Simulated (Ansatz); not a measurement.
Mulliken charges of C$_{2}$H$_{3}$BrFGa, SMILES `C=[CH][Ga]([F])[Br]` from PBE/def2-TZVPP in Ansatz (PBE0-D4/def2-TZVP geometry).

| atom | x (Å) | y (Å) | z (Å) | charge (e) |
| --- | --- | --- | --- | --- |
| C1 | -0.929 | -0.540 | 1.011 | -0.168 |
| C2 | 0.124 | 0.211 | 0.696 | -0.173 |
| Ga3 | 0.693 | 0.338 | -1.140 | 0.568 |
| F4 | -0.213 | -0.557 | -2.343 | -0.333 |
| Br5 | 2.431 | 1.523 | -1.996 | -0.229 |
| H6 | -1.277 | -0.633 | 2.037 | 0.107 |
| H7 | -1.488 | -1.093 | 0.263 | 0.113 |
| H8 | 0.659 | 0.751 | 1.472 | 0.116 |

By hand: the dipole of these point charges (1 e Å = 4.8032 D).

Σ q r = (-0.186, -0.021, 0.718) e Å, of length 0.742 e Å = 3.56 D.

How does the dipole of the full density compare? (Best estimate.)

Ansatz gave: (-0.139, -0.004, 0.606) e Å, 2.99 D; the point charges give 1.19 times that, at 2° from its direction.

Point charges leave out the atoms' own dipoles, such as those of lone pairs, and Mulliken's split depends on the basis, so the two needn't agree.
